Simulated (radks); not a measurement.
These are the eigenvalues of the occupied orbitals of an atom or ion with whole-number occupations (hartree). Calculated with a radial shooting solver on a logarithmic mesh with Libxc functionals: scalar-relativistic Kohn-Sham, PW91, spin-unpolarised, spherical densities, point nucleus.

| orbital | eigenvalue |
|---|---|
| 1s | -888.2167 |
| 2s | -129.6828 |
| 2p | -116.2775 |
| 3s | -23.37741 |
| 3p | -18.97097 |
| 3d | -11.96879 |
| 4s | -3.13861 |
| 4p | -1.88404 |
| 4d | -0.15110 |

Which element is it, and in what charge state? The configuration may be excited.

Answer. Z = 46, palladium, charge 0: Pd in [Kr] 4d10. The list shows which subshells hold electrons but not how many an open one holds; the 1s level, -888.22 hartree, gives Z - s = 42.1 by -(Z - s)^2/2, which with screening and relativity narrows Z to a few neighbours, and the depths of the outer levels then fix element, charge and occupations together.
